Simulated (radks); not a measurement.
Ni10+, configuration [Ar]. All-electron calculation, scalar-relativistic Kohn-Sham, LDA (Slater exchange, Perdew-Wang correlation), spin-polarised, spherical densities, finite nucleus; Fermi nuclear charge, rms radius 3.7757 fm. Program: a radial shooting solver on a logarithmic mesh with Libxc functionals. Some entries of the table are withheld. Estimate them.

orbital,occ.,eigenvalue (eV),<1/r> (bohr^-1),<r> (bohr)
1s,2,-8461.991,28.04,0.05419
2s,2,-1253.097,6.071,0.2448
2p,6,-1117.355,5.959,(1)
3s,2,-345.6802,2.139,(2)
3p,6,-304.5657,2.045,0.6734
3d,0,(3),1.874,0.6457
4s,0,-149.0446,0.9953,1.418
4p,0,(4),0.9477,1.473

Answer. 
(1) 2p <r> (bohr): 0.2150
(2) 3s <r> (bohr): 0.6704
(3) 3d eigenvalue (eV): -240.8688
(4) 4p eigenvalue (eV): -134.6983
